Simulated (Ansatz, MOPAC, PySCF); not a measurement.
Complex: SiH4 (SMILES [SiH4]) (first 5 atoms) with H2S (SMILES S); geometry from B3LYP-D3(BJ)/def2-TZVP, rigid monomers moved along the line of their centres of mass till Si1···S6 is 3.39 Å.
(charge 0, multiplicity 1):
```xyz
8

Si     0.030    -0.044    -0.287
H     -0.705     1.128     0.239
H     -0.110    -0.071    -1.764
H     -0.545    -1.286     0.272
H      1.462     0.059     0.063
S      0.187     0.048     3.097
H     -0.332     1.278     2.962
H     -1.016    -0.537     2.992
```

Monomers are frozen at their geometry in the pair; levels with a basis set take the counterpoise correction.

Rows in 6-31G* carry no dispersion term and start afresh at each structure (6-31G* with six Cartesian d functions). The state that PM3 reach isn't checked.

Run with Ansatz (a program for electronic structure) with Gaussian orbitals; MOPAC for PM3 (differences of heats of formation); PySCF for 6-31G* rows. 

One of these levels gives 83.3 meV for the interaction energy. Name it.
A. B3LYP/def2-TZVPPD
B. HF/6-31G*
C. PM3
D. wB97M-V/def2-TZVPPD

A, B3LYP/def2-TZVPPD. The others give 59.5 (PM3), 134.2 (HF/6-31G*), -22.7 (wB97M-V/def2-TZVPPD)
